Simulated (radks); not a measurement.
Question: The mean radii <r> (bohr) of the occupied orbitals of an atom or ion are listed with their occupations. Method: Dirac Kohn-Sham, PBE, spin-unpolarised, spherical densities, finite nucleus; Fermi nuclear charge, rms radius of each element as measured or else 0.836 A^(1/3) + 0.57 fm; computed with a radial shooting solver on a logarithmic mesh with Libxc functionals.

orbital  occ.      <r>
1s1/2       2  0.06064
2s1/2       2   0.2593
2p1/2       2   0.2224

Name the element and its charge. Open shells, if any, fill j = l - 1/2 first.

Answer: Z = 25, manganese, charge +19: Mn19+ in [He] 2s2 2p2. The 1s radius gives Z: for a bare nucleus <r> = (2 gamma + 1)/(2Z) with gamma = sqrt(1 - (Z/c)^2), 0.05933 bohr for Z = 25, and screening makes it slightly larger (0.06064 here). The occupations add up to 6, and the charge is Z minus that.
